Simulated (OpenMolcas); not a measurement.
# O: effect of the basis set

```json
{"Program": "OpenMolcas", "Method": "SS-CASPT2, IPEA 0.25 Eh, imaginary shift 0.1 Eh (closed shells correlated: 1s 2s)", "Active space": "4 electrons in 3 orbitals (2p)", "State averaging": "2S+1 = 3 even, 3 roots; 2S+1 = 1 even, 6 roots", "Spin-orbit coupling": "RASSI with atomic mean-field integrals over the reference wave functions, term energies averaged over their components"}
```

A. ANO-RCC-VDZP [3s2p1d], DKH2, point nucleus; CASPT2 step roughly 0.8 core-seconds
B. ANO-L-VTZP [4s3p2d1f], non-relativistic, point nucleus; CASPT2 step about 0.9 core-seconds
C. ANO-RCC-VTZP [4s3p2d1f], DKH2, point nucleus; CASPT2 step of the order of 0.9 core-seconds
D. ANO-R3 [4s4p2d1f], X2C, finite nucleus; CASPT2 step roughly 0.9 core-seconds
E. ANO-R2 [4s4p2d1f], X2C, finite nucleus; CASPT2 step roughly 0.9 core-seconds
F. ANO-RCC-VQZP [5s4p3d2f1g], DKH2, point nucleus; CASPT2 step roughly 1.1 core-seconds

Energies in cm-1 above 2s2 2p4 3P2, the measured ground level; measured values from NIST Handbook of Basic Atomic Spectroscopic Data.

```csv
Level,A,B,C,D,E,F,Measured
2s2 2p4 3P2,0.0,0.0,0.0,0.0,0.0,0.0,0.0
2s2 2p4 3P1,152,149,149,148,148,150,158
2s2 2p4 3P0,226,222,222,221,221,224,227
2s2 2p4 1D2,16590,15850,15790,15700,15700,15450,15868
2s2 2p4 1S0,36720,35940,35790,35420,35420,35090,33793
```

Deviations, from unrounded energies. A percentage is the sum of absolute deviations over the sum of measured energies, with the sign that they share, or ± where signs differ.

```json
{"Against measurement": "mean absolute deviation (cm-1)", "Levels": "4", "A": "910", "B": "550", "C": "520", "D": "450", "E": "450", "F": "430"}
{"Against measurement": "fine structure of the ground term (%)", "Levels": "2", "A": "-1.8", "B": "-3.8", "C": "-3.5", "D": "-4.2", "E": "-4.2", "F": "-2.8"}
{"Against measurement": "other terms of the ground configuration (%)", "Levels": "2", "A": "+7.4", "B": "±4.4", "C": "±4.2", "D": "±3.6", "E": "±3.6", "F": "±3.5"}
```

D, E, F lie about equally close to measurement and A furthest from it. The largest miss of F in the table is 2s2 2p4 1S0, by +1300 cm-1. The ranking rests on the paired levels alone, and a cruder setting can come out closer through cancelling errors.

The two smallest mean deviations differ by little beside CASPT2's spread within terms, so their order carries little weight.

Among A to F the level of the table that moves most is 2s2 2p4 1S0, by 1600 cm-1 (lowest in F, highest in A). Moves below CASPT2's spread within the term are not significant.

CASPT2 breaks the degeneracy within a term, and the mean is taken; among the terms shown or strongly mixed into the levels shown the widest spread is 140 cm-1 (2s2 2p4 1D, B). With the s shell closed, the reference lacks s² → p² mixing. Measured partners are found by configuration, term and J. A level has none where our copy of the source lacks it or the pairing is in doubt (some pairs that miss far off the trend of their configuration count as doubtful), and it then counts in no deviation. Levels of configurations outside the active space are missing.
